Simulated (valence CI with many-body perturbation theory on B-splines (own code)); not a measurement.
**E1 line list for Ir⁶⁴⁺**

Method: valence CI with perturbative core correlation (CI+MBPT): three valence electrons over a frozen Dirac-Fock core [Ne], radial functions for each j: 11 s, 11 p, 10 d, 8 f, 5 g, 2 h, with the one-electron correlation potential Σ1, the two-electron term Σ2, the three-electron term Σ3, Breit, model QED; selected CI, second order for the rest, scaled by the run's own slope (own B-spline code, finite nucleus).

No measured spectrum was set against this ion. As an estimate, large intervals hold to a few tenths of a per cent, small ones and those within an open d or f shell to about a per cent.

Lines 201 to 250 of 591 in falling wavelength, among levels below 266.06 Ry, chosen from the strongest by gf and those to the six lowest levels. Wavelengths and rates use the calculated energies. Electric multipoles are in the length gauge with retardation, E1 and E2 with the static RPA response of the core. Weak lines are less certain than strong ones. Lines between different terms over intervals too small for the method are left out, as are lines whose strength nearly cancels. The highest levels of a list are the least certain.

Levels are named by their leading jj configuration (3d3/2^4 stands for four electrons in 3d with j = 3/2), which in mixed levels can hold well under half, so a name can repeat and another be missing. Letters in brackets count levels of one name in rising energy.

| λ vac (nm) | Upper | Lower | A (s⁻¹) | S (a.u.) |
| --- | --- | --- | --- | --- |
| 3.591 | (3p3/2 3d3/2 3d5/2) J=3/2 [c] | (3p3/2^2 3d3/2) J=1/2 | 1.87e+11 | 1.71e-02 |
| 3.581 | (3s 3p1/2 3d5/2) J=5/2 [b] | (3s 3p1/2 3p3/2) J=5/2 | 8.10e+10 | 1.10e-02 |
| 3.577 | (3s 3d3/2 3d5/2) J=9/2 | (3s 3p3/2 3d3/2) J=7/2 | 3.89e+11 | 8.78e-02 |
| 3.572 | (3d3/2 3d5/2^2) J=9/2 | (3p3/2 3d3/2 3d5/2) J=9/2 [a] | 1.83e+11 | 4.11e-02 |
| 3.572 | (3d5/2^3) J=9/2 | (3p3/2 3d5/2^2) J=11/2 | 4.73e+10 | 1.06e-02 |
| 3.553 | (3s 3d5/2^2) J=5/2 | (3s 3p3/2 3d5/2) J=5/2 [a] | 4.74e+11 | 6.29e-02 |
| 3.547 | (3d3/2 3d5/2^2) J=5/2 [b] | (3p3/2 3d3/2 3d5/2) J=5/2 [b] | 1.59e+11 | 2.11e-02 |
| 3.532 | (3s 3p1/2 3d5/2) J=3/2 | (3s 3p1/2 3p3/2) J=5/2 | 2.04e+10 | 1.77e-03 |
| 3.528 | (3s 3d5/2^2) J=3/2 | (3s 3p3/2 3d5/2) J=3/2 [a] | 2.61e+11 | 2.26e-02 |
| 3.507 | (3d5/2^3) J=3/2 | (3p3/2 3d5/2^2) J=5/2 [a] | 3.04e+11 | 2.59e-02 |
| 3.495 | (3s 3d3/2 3d5/2) J=7/2 [b] | (3s 3p3/2 3d3/2) J=7/2 | 7.27e+10 | 1.23e-02 |
| 3.475 | (3s 3d3/2 3d5/2) J=5/2 [b] | (3s 3p3/2 3d3/2) J=5/2 [a] | 9.01e+10 | 1.12e-02 |
| 3.470 | (3s 3d5/2^2) J=9/2 | (3s 3p3/2 3d5/2) J=9/2 | 2.13e+11 | 4.39e-02 |
| 3.453 | (3s 3p3/2 3d5/2) J=7/2 [b] | (3s 3p3/2^2) J=5/2 | 2.64e+11 | 4.29e-02 |
| 3.421 | (3p3/2 3d5/2^2) J=7/2 [b] | (3p3/2^2 3d5/2) J=7/2 | 2.79e+11 | 4.42e-02 |
| 3.408 | (3d5/2^3) J=5/2 | (3p3/2 3d5/2^2) J=7/2 [a] | 1.23e+11 | 1.44e-02 |
| 3.392 | (3s 3p1/2 3d5/2) J=5/2 [b] | (3s 3p1/2 3p3/2) J=3/2 [a] | 5.94e+09 | 6.87e-04 |
| 3.374 | (3p3/2 3d5/2^2) J=3/2 [b] | (3p3/2^2 3d5/2) J=1/2 | 1.79e+11 | 1.36e-02 |
| 3.348 | (3s 3p1/2 3d5/2) J=3/2 | (3s 3p1/2 3p3/2) J=3/2 [a] | 5.32e+10 | 3.94e-03 |
| 2.167 | (3p3/2^2 3d5/2) J=7/2 | (3s 3p3/2 3d5/2) J=5/2 [b] | 7.47e+11 | 3.00e-02 |
| 2.125 | (3p3/2 3d3/2 3d5/2) J=7/2 [a] | (3s 3d3/2 3d5/2) J=7/2 [b] | 2.65e+11 | 1.00e-02 |
| 2.117 | (3p3/2 3d5/2^2) J=5/2 [a] | (3s 3d5/2^2) J=3/2 | 8.01e+11 | 2.25e-02 |
| 2.115 | (3s 3p1/2 3p3/2) J=3/2 [a] | (3s^2 3p1/2) J=1/2 | 1.75e+10 | 3.27e-04 |
| 2.113 | (3p1/2^2 3d3/2) J=3/2 | (3s^2 3p3/2) J=3/2 | 4.71e+09 | 8.77e-05 |
| 2.105 | (3p3/2^2 3d5/2) J=1/2 | (3s 3p3/2 3d5/2) J=3/2 [b] | 1.37e+12 | 1.27e-02 |
| 2.094 | (3p3/2 3d5/2^2) J=5/2 [a] | (3s 3d5/2^2) J=7/2 | 7.01e+11 | 1.91e-02 |
| 2.092 | (3s 3p3/2 3d5/2) J=5/2 [a] | (3s^2 3d5/2) J=5/2 | 5.36e+11 | 1.45e-02 |
| 2.092 | (3p3/2 3d3/2 3d5/2) J=3/2 [a] | (3s 3d3/2 3d5/2) J=3/2 [b] | 6.14e+11 | 1.11e-02 |
| 2.089 | (3p3/2^2 3d3/2) J=1/2 | (3s 3p3/2 3d3/2) J=1/2 [b] | 1.82e+12 | 1.64e-02 |
| 2.088 | (3p3/2 3d5/2^2) J=7/2 [a] | (3s 3d5/2^2) J=7/2 | 4.58e+11 | 1.64e-02 |
| 2.083 | (3p3/2^2 3d5/2) J=9/2 | (3s 3p3/2 3d5/2) J=7/2 [b] | 2.64e+12 | 1.18e-01 |
| 2.082 | (3p3/2^2 3d5/2) J=7/2 | (3s 3p3/2 3d5/2) J=7/2 [b] | 5.69e+11 | 2.03e-02 |
| 2.077 | (3p3/2 3d5/2^2) J=9/2 | (3s 3d5/2^2) J=7/2 | 7.86e+11 | 3.48e-02 |
| 2.071 | (3s 3p3/2^2) J=5/2 | (3s^2 3p3/2) J=3/2 | 9.58e+11 | 2.52e-02 |
| 2.070 | (3p3/2 3d3/2 3d5/2) J=5/2 [b] | (3s 3d3/2 3d5/2) J=5/2 [b] | 1.10e+12 | 2.90e-02 |
| 2.065 | (3p1/2 3p3/2 3d5/2) J=3/2 [a] | (3s 3p1/2 3d5/2) J=3/2 | 1.14e+12 | 1.98e-02 |
| 2.064 | (3p3/2 3d5/2^2) J=5/2 [a] | (3s 3d5/2^2) J=5/2 | 9.51e+11 | 2.48e-02 |
| 2.062 | (3p3/2^2 3d3/2) J=7/2 | (3s 3p3/2 3d3/2) J=5/2 [b] | 3.83e+12 | 1.32e-01 |
| 2.060 | (3p1/2 3p3/2^2) J=3/2 | (3s 3p1/2 3p3/2) J=1/2 | 1.65e+12 | 2.85e-02 |
| 2.058 | (3p3/2^2 3d3/2) J=3/2 [a] | (3s 3p3/2 3d3/2) J=3/2 [b] | 1.15e+12 | 1.98e-02 |
| 2.058 | (3p3/2 3d3/2 3d5/2) J=11/2 | (3s 3d3/2 3d5/2) J=9/2 | 3.17e+12 | 1.63e-01 |
| 2.058 | (3p3/2 3d5/2^2) J=7/2 [a] | (3s 3d5/2^2) J=5/2 | 1.74e+12 | 5.98e-02 |
| 2.056 | (3p3/2 3d3/2 3d5/2) J=9/2 [a] | (3s 3d3/2 3d5/2) J=7/2 [a] | 1.85e+12 | 7.94e-02 |
| 2.053 | (3p3/2 3d3/2 3d5/2) J=7/2 [b] | (3s 3d3/2 3d5/2) J=7/2 [b] | 1.23e+12 | 4.20e-02 |
| 2.052 | (3p3/2 3d5/2^2) J=11/2 | (3s 3d5/2^2) J=9/2 | 2.20e+12 | 1.13e-01 |
| 2.052 | (3p3/2 3d3/2 3d5/2) J=7/2 [b] | (3s 3d3/2 3d5/2) J=5/2 [b] | 1.44e+12 | 4.92e-02 |
| 2.044 | (3p3/2 3d5/2^2) J=3/2 [a] | (3s 3d5/2^2) J=1/2 | 1.35e+12 | 2.27e-02 |
| 2.043 | (3p3/2^2 3d5/2) J=5/2 [a] | (3s 3p3/2 3d5/2) J=3/2 [b] | 1.98e+12 | 4.99e-02 |
| 2.042 | (3p1/2 3p3/2^2) J=5/2 | (3s 3p1/2 3p3/2) J=3/2 [b] | 1.07e+12 | 2.70e-02 |
| 2.041 | (3p3/2 3d3/2 3d5/2) J=7/2 [a] | (3s 3d3/2 3d5/2) J=5/2 [a] | 1.37e+12 | 4.58e-02 |
